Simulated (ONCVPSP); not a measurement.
**Zr (Z = 40), ONCV: configuration errors across variants**

Zr, optimised norm-conserving Vanderbilt (ONCV), made with ONCVPSP 4.0.1 (LDA (Perdew-Zunger), scalar-relativistic). Core [Ar] 3d10, reference 4s2 4p6 4d2 5s2. Waves: 4s+5s: rc 2.25 bohr, ncon 4, nbas 8, qcut 5.4 1/bohr, 2 projectors; 4p: rc 1.90 bohr, ncon 4, nbas 8, qcut 5.6 1/bohr, 2 projectors, debl 3.6 Ha; 4d: rc 2.50 bohr, ncon 4, nbas 9, qcut 5.7 1/bohr, 1 projector. Local part: polynomial inside 1.45 bohr (lpopt 5, dvloc0 6 Ha). Core correction: none.

All-electron excitation energies from the reference (eV): (1) 4s2 4p6 4d2 5s1 7.352; (2) 4s2 4p6 4d2 5s0 20.593; (3) 4s2 4p6 4d1 5s0 43.414; (4) 4s2 4p6 4d2 5s1.5 2.971.

1 further variants failed, have other tests or another functional or relativity, and are left out.

Errors AE − PS in meV (a dash: test not solved or not reliable):

```tsv
change	(1)	(2)	(3)	(4)	bound ghosts	GHOST(+) flags above zero
base	-1.7	-8.0	+5.3	-0.5	none	none
p: qcut 6.9	-1.7	-8.0	+4.9	-0.6	none	none
s: qcut 4; p: qcut 4.2; d: qcut 4.2	-1.9	-11	+18	-0.6	none	none
s: rc 2.18	-1.6	-7.7	+5.4	-0.6	none	none
local potential polynomial inside 1.45 bohr (lpopt 5, dvloc0 7.5 Ha)	-1.7	-8.0	+5.2	-0.5	none	none
local potential polynomial inside 1.60 bohr (lpopt 5, dvloc0 0 Ha)	-1.7	-7.9	+5.6	-0.5	none	none
```

Question: Give the same row for: core correction Teter function fitted to the true core (icmod 2), fcfact 0.6.

Answer: -2.1, -11, +4.3, -0.6; bound ghosts: none; GHOST(+) flags above zero: none.
